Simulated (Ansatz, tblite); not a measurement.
Spin states of Sr₃⁺ (the lowest doublet isomer of a short search), each relaxed with r2SCAN/def2-TZVP in Ansatz. Electronic energies in the gas phase.

In the def2 sets Sr takes a core potential; there is no spin–orbit coupling. The xTB rows come from tblite. B3LYP takes the VWN-RPA correlation. Correlated methods freeze no core orbitals; core or outer-core shells of Sr are correlated, in sets that lack core-valence functions. HOMO above LUMO, or a gap near zero within one spin, warns that the state may not be the lowest or that an electron is smeared out. The structure comes from a short search, and lower isomers may exist.

Doublet geometry:

Cartesian coordinates in Å:
```
Sr 3.890 1.847 0.332
Sr -3.906 -1.803 -0.385
Sr 0.016 -0.044 0.053
```

Quartet geometry:

```xyz
3

Sr    1.5264    0.0516    3.7235
Sr   -1.5201   -0.0074   -3.8326
Sr   -0.0063   -0.0441    0.1091
```

⟨S²⟩: doublet 0.84 at PBE0/def2-TZVP (pure 0.75), quartet 3.79 at PBE0/def2-TZVP (pure 3.75).

Run but left out: HF/def2-TZVP, HF/def2-TZVPP, LC-ωPBE/def2-TZVP, MP2/def2-TZVP, MP2/def2-TZVPP, CCSD/def2-TZVPP, CCSD(T)/def2-TZVPP (doublet: ⟨S²⟩ 1.12 to 1.40, where a pure state has 0.75).

Only these spin states were relaxed.

```
                level  quartet − doublet (kcal/mol)  lowest of these                                  remarks
             GFN1-xTB                          91.6          doublet                                        –
             GFN2-xTB                          61.3          doublet                                        –
LDA (SPW92)/def2-TZVP                          29.6          doublet  gap within one spin near zero (quartet)
     r2SCAN/def2-TZVP                          24.5          doublet  spin-contaminated (⟨S²⟩ 0.98) (doublet)
      B3LYP/def2-TZVP                          34.8          doublet                                        –
       PBE0/def2-TZVP                          30.7          doublet  spin-contaminated (⟨S²⟩ 0.84) (doublet)
  CAM-B3LYP/def2-TZVP                          37.3          doublet  spin-contaminated (⟨S²⟩ 0.88) (doublet)
    RPA@PBE/def2-TZVP                          47.9          doublet                                        –
```

The xTB methods have no term that favours high spin, so they put low spin too low.
